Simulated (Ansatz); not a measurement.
A run on C2H9InN2OSi (`NC([SiH3])[N]1C[O][InH]1`) with other settings.

```yaml
crystal:
  periodic: [false, false, false]
  atoms:
    - {symbol: N, position_ang: [0.203929, 0.563174, 1.180984]}
    - {symbol: C, position_ang: [0.688808, 0.192244, -0.097729]}
    - {symbol: Si, position_ang: [1.760636, -1.390331, 0.086966]}
    - {symbol: N, position_ang: [-0.415728, -0.125985, -0.863015]}
    - {symbol: C, position_ang: [-1.079153, 0.944405, -1.359729]}
    - {symbol: O, position_ang: [-2.344604, 1.211648, -0.567816]}
    - {symbol: In, position_ang: [-1.924235, -0.381326, 0.677244]}
    - {symbol: H, position_ang: [0.675461, 0.430876, 1.939340]}
    - {symbol: H, position_ang: [-0.155776, 1.605991, 1.116175]}
    - {symbol: H, position_ang: [1.396094, 1.128655, -0.503949]}
    - {symbol: H, position_ang: [2.479947, -1.617251, -1.086064]}
    - {symbol: H, position_ang: [0.769400, -2.376002, 0.603951]}
    - {symbol: H, position_ang: [2.817494, -1.101107, 1.316206]}
    - {symbol: H, position_ang: [-1.634849, 0.801762, -2.499288]}
    - {symbol: H, position_ang: [-0.525362, 1.890441, -1.635001]}
    - {symbol: H, position_ang: [-2.757240, -1.339240, 1.721225]}
basis:
  gaussian: {orbitals: def2-mTZVP}
total_charge: 1
magnetization: {spin_polarized: true, initial_magnetization: 1}
hamiltonian: {xc: {name: SVWN5}}
```

```sh
$ ansatz run in.yaml --threads 2 --pin off --events-out ev --progress --plain --max-ram 20480MiB --backend cpu
```

Output, abridged:

```
Functional definition: SVWN5
1770 factors; their error is unknown
mean field evaluation 1: about -20143.6782 eV, gradient 1.0e2 eV
mean field evaluation 2: about -19393.1964 eV, gradient 2.9e2 eV
mean field evaluation 4: about -20033.9361 eV, gradient 1.4e2 eV
mean field evaluation 8: about -20192.2850 eV, gradient 7.0e0 eV
mean field evaluation 16: about -20192.5291 eV, gradient 3.4e-2 eV
mean field -20192.52910202 eV, -742.0617575115 hartree, gradient 4.0e-5 eV, S^2 0.752801; 3 other end points of the search recorded, 0 dependent functions left out
reference -20192.52916030 eV, -742.0617596533 hartree; 39, 38 occupied and 146, 147 virtual orbitals, 1770 factors
Total energy: -20192.52916030 eV, -742.0617596533 hartree
```

Run time 5.5 s (2 threads of an AMD EPYC 7R13 on a shared host); peak host memory 0.76 GiB.
